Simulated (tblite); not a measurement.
Task: Give a GFN2-xTB geometry of InChI=1S/C6H14O2Si/c1-5(2)9(7,8)6-3-4-6/h5-8H,3-4H2,1-2H3.

Result: 
```
atom  x, y, z in Å
C1    -2.190   -0.316    1.129
C2    -1.617   -0.327   -0.286
C3    -1.714    1.071   -0.896
Si4    0.167   -1.002   -0.315
O5     0.765   -1.138   -1.837
O6     0.089   -2.524    0.250
C7     1.317    0.073    0.734
C8     2.780    0.186    0.398
C9     1.883    1.361    0.200
H10   -3.235   -0.010    1.120
H11   -1.638    0.378    1.759
H12   -2.121   -1.307    1.570
H13   -2.240   -0.997   -0.887
H14   -2.742    1.428   -0.875
H15   -1.379    1.069   -1.932
H16   -1.100    1.774   -0.336
H17    0.858   -0.361   -2.379
H18    0.765   -3.150    0.002
H19    1.098    0.085    1.795
H20    3.493    0.213    1.208
H21    3.141   -0.333   -0.477
H22    1.975    2.199    0.876
H23    1.639    1.654   -0.811
```

Orientation and origin are arbitrary. Atoms count from 1 in this order. The 3-membered ring C7–C8–C9 has internal angles of 59.4° to 60.3°. The 5 C–C bonds span 1.492 Å (C8–C9, drawn single) to 1.529 Å (C2–C3, drawn single), a spread of 0.037 Å. Of the pairs four or more bonds apart, H10···H14 is among the closest relative to their van der Waals radii: 2.51 Å, 105 % of the sum of Bondi's values. Si4 (oxygen-bound silicon) is distorted tetrahedral (angles from 105.2° to 112.6°).

Bonds between heavy atoms (Å): C1–C2 1.527, C2–C3 1.529, C2–Si4 1.908, Si4–O5 1.640, Si4–O6 1.626, Si4–C7 1.892, C7–C8 1.505, C8–C9 1.492, C7–C9 1.505.

The geometry is computed with GFN2-xTB (gas phase).

Point group: C1 (no symmetry element, even within 0.4 Å). Its GFN2-xTB frequencies are all real (lowest 30 cm⁻¹). The numbers are those of one conformer (C1–C2–Si4–O5 175°, C2–Si4–O5–H 62°, C2–Si4–O6–H 156°, C2–Si4–C7–C8 -151°).

Hardware: an Arm Neoverse V1 with one thread (shared host). Cost: 0.89 s. These figures are those of the optimisation.
